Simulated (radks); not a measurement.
All-electron atom: Se0.4+ in [He] 2s1.6 2p6 3s2 3p6 3d10 4s2 4p4 (fractional occupations, a model configuration). All-electron calculation, Dirac Kohn-Sham, PBE, spin-unpolarised, spherical densities, finite nucleus; open shells are shared between the two j in proportion to 2j + 1; Fermi nuclear charge, rms radius 4.14 fm. Program: a radial shooting solver on a logarithmic mesh with Libxc functionals.

Normalised radial functions P(r) = r R(r) (large component), r in bohr:

```
   r/bohr * 3d3/2, o 4s1/2, + 4p3/2 (the largest magnitude, 1.26, reaches the edge; | marks zero, & curves that meet)
 0.005687                             & o
 0.008553                             & o
  0.01276                             &  o
  0.01919                             *+ o
  0.02885                             *+ o
  0.04339                             |*&
  0.06473                            o| * +
  0.09734                         o   |   +*
   0.1464                        o    |  +      *
   0.2184                            &|                 *
   0.3284                       +     |      o                 *
   0.4939                      +      |       o                  *
   0.7427                           o +                    *
    1.108              o              |         +*
    1.666           o                 |   *           +
    2.506                   o         |*           +
    3.738                          o  *     +
    5.621                             & +
```

3d3/2: eigenvalue -63.891 eV, 0 radial nodes, <r> = 0.610 bohr, 90 % of the charge inside 1.01 bohr. 4s1/2: eigenvalue -21.969 eV, 3 radial nodes at r = 0.0565, 0.231, 0.694 bohr, <r> = 1.74 bohr, 90 % of the charge inside 2.59 bohr. 4p3/2: eigenvalue -10.402 eV, 2 radial nodes at r = 0.208, 0.732 bohr, <r> = 2.17 bohr, 90 % of the charge inside 3.33 bohr.
